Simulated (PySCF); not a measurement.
## Magnetic susceptibility: SMILES C=C(C)[C@H]1CS[SiH2]O1, C5H10OSSi

Molfile (atoms numbered from 1):
```
C5H10OSSi
     RDKit          3D

 18 18  0  0  0  0  0  0  0  0999 V2000
    1.8299   -1.4448   -0.7304 C   0  0  0  0  0  0  0  0  0  0  0  0
    1.1099   -0.3762   -0.4287 C   0  0  0  0  0  0  0  0  0  0  0  0
    1.6989    0.9883   -0.2580 C   0  0  0  0  0  0  0  0  0  0  0  0
   -0.3815   -0.4862   -0.2142 C   0  0  1  0  0  0  0  0  0  0  0  0
   -0.6990   -0.6005    1.2785 C   0  0  0  0  0  0  0  0  0  0  0  0
   -2.4766   -0.2915    1.5345 S   0  0  0  0  0  0  0  0  0  0  0  0
   -2.4886    1.0594   -0.1360 Si  0  0  0  0  0  4  0  0  0  0  0  0
   -1.0487    0.6330   -0.7483 O   0  0  0  0  0  0  0  0  0  0  0  0
    1.3860   -2.4177   -0.8564 H   0  0  0  0  0  0  0  0  0  0  0  0
    2.8969   -1.3859   -0.8581 H   0  0  0  0  0  0  0  0  0  0  0  0
    1.5916    1.3262    0.7726 H   0  0  0  0  0  0  0  0  0  0  0  0
    2.7539    0.9856   -0.5163 H   0  0  0  0  0  0  0  0  0  0  0  0
    1.1721    1.6971   -0.8947 H   0  0  0  0  0  0  0  0  0  0  0  0
   -0.7622   -1.3833   -0.7211 H   0  0  0  0  0  0  0  0  0  0  0  0
   -0.4658   -1.5921    1.6581 H   0  0  0  0  0  0  0  0  0  0  0  0
   -0.1490    0.1468    1.8501 H   0  0  0  0  0  0  0  0  0  0  0  0
   -2.3932    2.4493    0.2734 H   0  0  0  0  0  0  0  0  0  0  0  0
   -3.5834    0.6988   -1.0167 H   0  0  0  0  0  0  0  0  0  0  0  0
  1  2  2  0
  2  3  1  0
  2  4  1  0
  4  5  1  0
  5  6  1  0
  6  7  1  0
  7  8  1  0
  8  4  1  0
  1  9  1  0
  1 10  1  0
  3 11  1  0
  3 12  1  0
  3 13  1  0
  4 14  1  6
  5 15  1  0
  5 16  1  0
  7 17  1  0
  7 18  1  0
M  END
```

Method used: GIAO CAM-B3LYP/pcSseg-1 magnetisability, rotational g tensor and spin-rotation constants, non-relativistic, gas phase in PySCF. Geometry: GFN2-xTB.

How diamagnetic is it, and how anisotropic?

Isotropic -1509 × 10⁻³⁰ J/T², or -90.9 × 10⁻⁶ cm³/mol; principal values -1563, -1511, -1455 × 10⁻³⁰ J/T², anisotropy 94 × 10⁻³⁰ J/T² (root of half the summed squared differences of the principal values). The susceptibility is in cgs units.

Split it along the inertial axes a, b, c into diamagnetic and paramagnetic parts about the centre of mass, with the quadrupole moment.


```tsv
axis	χ (10⁻⁶ cm³/mol)	diamagnetic (10⁻⁶ cm³/mol)	paramagnetic (10⁻⁶ cm³/mol)	summed x² of all electrons (Å²)	quadrupole Θ (D Å)
a	-89.2	-573.8	484.5	277.1	+0.64
b	-90.5	-1364.9	1274.4	90.6	-0.39
c	-93.0	-1560.0	1467.0	44.6	-0.25
```
Anisotropies 2χaa − χbb − χcc = +5.0 and 2χbb − χaa − χcc = +1.3 × 10⁻⁶ cm³/mol. Θ is traceless in Buckingham's convention.

And the rotational g tensor?


```csv
axis,rotational constant (GHz),g,nuclear part,electronic part
a,2.7844,-0.0336,0.6002,-0.6338
b,0.9705,-0.0109,0.5701,-0.5810
c,0.8280,-0.0083,0.5623,-0.5706
```
Asymmetric top; isotopes 12C, 1H, 16O, 32S, 28Si; no vibrational averaging.
